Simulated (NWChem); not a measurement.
Molecule: C2H6F2Si; SMILES C[Si@H](F)CF

Results from NWChem. Structure relaxed at the PBE0/def2-SVP level. Level: PBE0/def2-SVP with SMD, gas-phase geometry; reactions with the solvents are ignored. One conformer.

| SMD term (kcal/mol) | water | toluene |
|---|---|---|
| distortion of the solute's density | 0.93 | 0.27 |
| polarisation | -6.38 | -3.26 |
| cavity, dispersion and structure | 4.55 | 0.14 |

Task: Sum the solvation free energies, find the transfer free energy from water to toluene and the partition coefficient at 298.15 K.

Result: 
1. ΔG(solv, water) = -0.90 kcal/mol and ΔG(solv, toluene) = -2.85 kcal/mol (1 M gas to 1 M solution).
2. Transfer: -2.85 − (-0.90) = -1.95 kcal/mol.
3. log₁₀ K(toluene/water) = −ΔG/(RT ln 10) = 1.95/1.364 = 1.4, so the model puts more of the solute in toluene.
4. Of the transfer energy, 2.46 kcal/mol is electrostatic and -4.41 comes from the non-electrostatic term. The two phases are taken as the pure solvents.
